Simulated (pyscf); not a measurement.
Single points on ωB97X-D3(BJ)/def2-SVP structures (PySCF, gas phase). Correlated levels are frozen-core, on RHF or UHF. ΔMP2 is the change of the MP2 total energy from the triple- to the quadruple-zeta basis.

**Question.** For H₃C–AlH–O• → [H₃C–Al–OH]•, a hydrogen shift (doublet surface; Al–H broken, H–O formed), PBE/def2-TZVP gives ΔE‡ = 7.4 kcal/mol and ΔE = -38.8 kcal/mol (zero: the reactant's lowest minimum found). In which direction and how far do B3LYP-D3(BJ)/def2-TZVP, PBE0-D3(BJ)/def2-TZVP, CCSD(T)/def2-TZVPP + ΔMP2(QZVPP) move these?

**Answer.** B3LYP-D3(BJ): ΔE‡ = 15.9 kcal/mol, ΔE = -34.8 kcal/mol; PBE0-D3(BJ): ΔE‡ = 14.6 kcal/mol, ΔE = -37.6 kcal/mol; CCSD(T): ΔE‡ = 16.8 kcal/mol, ΔE = -38.1 kcal/mol. PBE's barrier lies under all of them, by 7.2 to 9.3 kcal/mol. Its reaction energy lies under all of them, by 0.7 to 4.0 kcal/mol. Low barriers are usual for a GGA, whose delocalisation error favours stretched bonds. One saddle was located; it need not be the lowest between these sides. The CCSD(T) − MP2 part came from Ansatz, without density fitting, on the same reference.
